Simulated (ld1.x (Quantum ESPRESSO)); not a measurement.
Building the ultrasoft potential for palladium (Pd) (PBE, scalar-relativistic).

ld1.x (Quantum ESPRESSO) 7.5 input, shortened:

```
&input
   title='Pd', zed=46., rel=1, dft='PBE', iswitch=3,
   config='[Kr] 4d9 4f-2 5s0 5p0'
 /
 &inputp
   pseudotype=3, tm=.true., lloc=-1, rcloc=2.35,
   nlcc=.true., rcore=1.15
 /
7
5S  1  0   0.00   0.00  1.85  2.25  0.0
5S  1  0   0.00   2.80  1.85  2.25  0.0
5P  2  1   0.00   0.00  2.10  2.75  0.0
5P  2  1   0.00   0.10  2.10  2.75  0.0
4D  3  2   9.00   0.00  1.65  1.75  0.0
4D  3  2   0.00  -0.50  1.65  1.75  0.0
4F  4  3  -2.00  -0.15  2.40  3.05  0.0
 &test
   configts(1)='4d9 5s0 5p0'
 /
```

All-electron outer shells of the reference configuration (PBE, scalar-relativistic, ld1.x):

| shell | level (eV) | outermost node (bohr) | outermost maximum (bohr) |
| --- | --- | --- | --- |
| 4p | -62.47 | 0.46 | 0.91 |
| 4d | -14.61 | 0.45 | 1.09 |
| 5s | -11.04 | 1.14 | 2.45 |
| 5p | -6.25 | 1.29 | 3.15 |

**Question.** Does the generator finish with these settings?

**Answer.** Yes, a potential is produced and its reference levels are reproduced.

**Question.** Estimate the cutoffs (Ry, on a coarse ladder) from which the occupation-weighted sum of valence levels, in a spherical-Bessel basis at the reference potential, stays within 10 and 1 mRy of its value at 400 Ry.

**Answer.** 35 Ry and 55 Ry.

**Question.** What does a ghost test show?

**Answer.** No extra level below or beside the all-electron valence levels (s, p, d, f tested).

**Question.** Is the overlap operator S = 1 + Σ q|β⟩⟨β| positive definite (Bessel basis up to 400 Ry)?

**Answer.** Yes: its lowest eigenvalue is 0.52 (s channel).

**Question.** Tests: 4d10 5s0 5p0; 4d8 5s0 5p0; 4d7 5s0 5p0; 4d9.5 5s0 5p0; 4d8 5s1 5p0; 4d9 5s0 5p1; 4d6 5s0 5p0. Which has the largest error in its energy relative to the reference configuration, and how large is it?

**Answer.** 4d6 5s0 5p0, with -1077 meV (all-electron minus pseudo) on +104.52 eV.
